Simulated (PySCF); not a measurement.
## Orbital energies, ionisation energy and electron affinity

C7H10NPSi.
Z-matrix (Å and degrees, PBE0-D3(BJ)/def2-SVP geometry), rows numbered from 1:
```
Si
C   1  1.8916
C   2  1.4069  1  116.51
N   3  1.3276  2  127.50  1  -179.75
C   4  1.3240  3  120.10  2     0.13
P   5  1.7408  4  129.18  3    -0.24
C   2  1.4067  1  121.97  3  -179.82
C   7  1.4835  2  119.65  1    -0.09
C   8  1.5147  7  120.84  2   139.73
C   9  1.4853  8   60.51  7   110.56
H   1  1.4954  2  111.44  3  -118.59
H   1  1.4949  2  111.44  3   120.71
H   1  1.4922  2  107.77  3     1.02
H   3  1.0975  2  118.09  1     0.22
H   5  1.1001  4  115.16  3   179.94
H   8  1.0943  7  114.72  2    -4.67
H   9  1.0930  8  117.31 10   109.76
H   9  1.0945  8  116.29 10  -108.84
H  10  1.0929  8  117.05  9  -109.76
H  10  1.0944  8  116.66  9   108.81
```

Level: CAM-B3LYP/def2-SVPD (PySCF). Frontier orbitals with their largest atomic shares (Löwdin; up to four atoms above 4 %):

```tsv
orbital	ε (eV)	main atoms
HOMO−3	-9.44	P6 39 %, C7 13 %, C2 12 %, Si1 8 %
HOMO−2	-9.03	C2 25 %, C5 12 %, C7 11 %, C3 10 %
HOMO−1	-8.50	N4 46 %, P6 20 %, C5 11 %, C3 7 %
HOMO	-8.38	?
LUMO	-0.82	P6 29 %, C7 18 %, C3 17 %, C5 9 %
LUMO+1	-0.40	C5 21 %, C2 17 %, C7 15 %, N4 14 %
LUMO+2	1.08	Si1 40 %, H12 7 %, H11 7 %, H13 7 %
```

Q: What vertical ionisation energy does ΔSCF give, and how far is −ε(HOMO) from it?

A: ΔSCF: 8.94 eV (863 kJ/mol; threshold wavelength 139 nm); ⟨S²⟩ of the doublet left behind is 0.764, against 0.75 for a pure doublet. −ε(HOMO) is 8.38 eV, 0.56 eV below it. For the exact functional −ε(HOMO) would equal the first vertical ionisation energy; CAM-B3LYP (range-separated hybrid) falls short of its own ΔSCF value by 6 %.

Q: On which atoms does the HOMO lie?

A: P6 (phosphorus bonded to 2 C) 32 %, C5 (aromatic CH next to a ring nitrogen) 15 %, C7 (substituted aromatic carbon) 14 %, C3 (aromatic CH next to a ring nitrogen) 11 %, so no atom holds as much as 40 %. The HOMO−1 lies 0.12 eV lower.

Q: And the vertical electron affinity, the fundamental gap, Mulliken's electronegativity and the hardness (with the factor ½)?

A: EA = 0.30 eV by ΔSCF (−ε(LUMO) = 0.82 eV). IE − EA = 8.64 eV against an orbital gap of 7.56 eV; (IE + EA)/2 = 4.62 eV; (IE − EA)/2 = 4.32 eV.

Q: What total energies stand behind the ΔSCF value?

A: E(N) = -957.70810 Eh and E(N − 1) = -957.37952 Eh at the same geometry, 0.32858 Eh apart. With one more electron, E(N + 1) = -957.71900 Eh.

Q: How many of the 10 lowest singlet excitations (vertical TDDFT, same level) lie below the ionisation energy?

A: All 10; they run from 4.02 to 6.91 eV.

One conformer (not necessarily the lowest) at the PBE0-D3(BJ)/def2-SVP geometry, without solvent, vibrations or thermal averaging.

These values come from a run that also computed excited states and ΔSCF ions. The run took 14 min on one thread of an Arm Neoverse V2, on a shared host, and the process peaked at 1.4 GiB of memory.
